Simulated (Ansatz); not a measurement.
The cluster Rb₆, relaxed as a singlet with RKS PBE0/def2-SVP in Ansatz, starting from the GFN1-xTB geometry. Force threshold 0.02 eV/Å.

In the def2 sets Rb takes a core potential; there is no spin–orbit coupling. The restricted singlet is unstable towards broken spin symmetry in Hartree–Fock (as tested in another run); at PBE0/def2-SVP this wasn't settled. The structure comes from a short search, and lower isomers may exist.

Start:

Cartesian coordinates in Å:
```
Rb 0.858 -1.482 2.204
Rb -1.716 3.277 -0.585
Rb 1.158 2.607 -4.112
Rb 0.050 -1.072 1.520
Rb -0.227 -2.086 -0.015
Rb -0.122 -1.243 0.989
```

Question: Estimate the energy that the relaxation releases and the steps that it takes.

Answer: 117237.9 kJ/mol, in 32 steps; 5.1 min on 2 threads of Intel Xeon Platinum 8259CL on a shared host. The force fell under the threshold at step 29, but the optimiser went on and released 0.003 eV more. No frequencies were taken in this run, so the end may be a saddle point.

Question: Does the start keep its bonding and symmetry?

Answer: Bonds lost: Rb4–Rb5 (atoms count from 1). Bonds formed: Rb3–Rb5, Rb3–Rb6 (atoms count from 1).

Question: Predict the relaxed structure.

Answer: 
```xyz
6

Rb    1.2480   -2.8156    2.6375
Rb   -0.8311    4.0234   -0.2685
Rb    0.4498    1.1499   -3.9320
Rb   -0.5987    1.5044    3.9151
Rb    1.5801   -3.2509   -2.1924
Rb   -1.8481   -0.6113   -0.1597
```
Bond lengths (bridged metal pairs left out): 10 × Rb–Rb 4.72 to 4.89 Å.
